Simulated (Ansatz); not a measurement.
The cluster Cu₂Sn₂⁺. Total charge 1; doublet. Geometry PBE-D4/def2-SVP.

```xyz
4

Cu   -0.014   -1.502   -0.370
Cu    1.323    0.634   -0.489
Sn   -1.271    0.750   -0.830
Sn   -0.038    0.118    1.689
```

In the def2 sets Sn takes a core potential, while STO-3G treats all electrons; there is no spin–orbit coupling. LC-ωPBE has ω = 0.4 bohr⁻¹. At HF/STO-3G the charge 1 doublet is spin-contaminated (final ⟨S²⟩ up to 5.35, 0.75 for a pure state). The structure comes from a short search, and lower isomers may exist.

Task: Estimate the α-spin orbital energies around the gap (eV) in Ansatz with HF/STO-3G, PBE-D4/def2-TZVP, r2SCAN-D4/def2-TZVP, PBE0-D4/def2-SVP, LC-ωPBE/def2-TZVP.

Result: 
| orbital | HF/STO-3G | PBE-D4/def2-TZVP | r2SCAN-D4/def2-TZVP | PBE0-D4/def2-SVP | LC-ωPBE/def2-TZVP |
| --- | --- | --- | --- | --- | --- |
| HOMO−9 | -23.52 | -11.51 | -11.69 | -13.08 | -16.13 |
| HOMO−8 | -19.13 | -11.50 | -11.68 | -13.06 | -16.04 |
| HOMO−7 | -18.37 | -11.49 | -11.66 | -12.98 | -16.00 |
| HOMO−6 | -18.10 | -11.34 | -11.50 | -12.81 | -15.73 |
| HOMO−5 | -17.36 | -11.32 | -11.50 | -12.75 | -15.60 |
| HOMO−4 | -16.37 | -11.05 | -11.21 | -12.64 | -15.58 |
| HOMO−3 | -14.71 | -11.04 | -11.21 | -12.63 | -15.57 |
| HOMO−2 | -13.67 | -10.81 | -10.91 | -11.38 | -13.53 |
| HOMO−1 | -12.13 | -9.88 | -9.97 | -10.45 | -12.53 |
| HOMO | -10.52 | -9.58 | -9.85 | -10.33 | -12.49 |
| LUMO | -3.85 | -7.98 | -7.90 | -7.19 | -5.51 |
| LUMO+1 | -3.29 | -7.62 | -7.53 | -6.86 | -5.16 |
| LUMO+2 | -2.77 | -7.03 | -6.82 | -6.06 | -4.29 |
| LUMO+3 | -1.39 | -6.56 | -6.28 | -5.43 | -3.62 |
| LUMO+4 | 0.96 | -5.33 | -5.05 | -4.50 | -2.73 |
| LUMO+5 | 2.31 | -5.18 | -5.00 | -3.70 | -2.47 |
| β HOMO | -10.72 | -9.79 | -9.90 | -10.33 | -12.38 |
| β LUMO | -3.80 | -8.84 | -8.57 | -8.01 | -5.95 |
